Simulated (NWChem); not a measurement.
System: CHF3OSi; SMILES O=C[Si](F)(F)F

```xyz
7

O     -0.2325    -2.3495     0.0000
C      0.5893    -1.4554     0.0000
Si     0.0216     0.3716     0.0000
F     -0.8516     0.6865     1.2915
F     -0.8516     0.6865    -1.2915
F      1.2975     1.3268     0.0000
H      1.6795    -1.6897     0.0000
```
Atoms are numbered in this order, from 1.

Level: B3LYP/6-31G* (spherical d) (NWChem), optimised geometry, unscaled harmonic frequencies. 

Q: List the harmonic frequencies with IR intensities, and the thermochemistry.

A: 
| frequency (cm⁻¹) | IR intensity (km/mol) |
|---|---|
| 11 | 10.1 |
| 129 | 5.6 |
| 196 | 0.0 |
| 274 | 6.0 |
| 308 | 18.2 |
| 330 | 41.3 |
| 447 | 75.1 |
| 681 | 5.1 |
| 862 | 0.0 |
| 891 | 130.2 |
| 1014 | 163.1 |
| 1021 | 179.9 |
| 1413 | 16.1 |
| 1780 | 68.4 |
| 2882 | 101.3 |

zero-point energy: 17.5 kcal/mol
thermal correction to the enthalpy at 298.15 K (with zero-point energy): 22.4 kcal/mol
heat capacity Cv: 20.9 cal/(mol K)
entropy at 298.15 K and 1 atm (symmetry number 1): 86.3 cal/(mol K)
dipole moment: 1.68 D

Rigid rotor and harmonic oscillator; modes under 100 cm⁻¹ make the entropy uncertain.
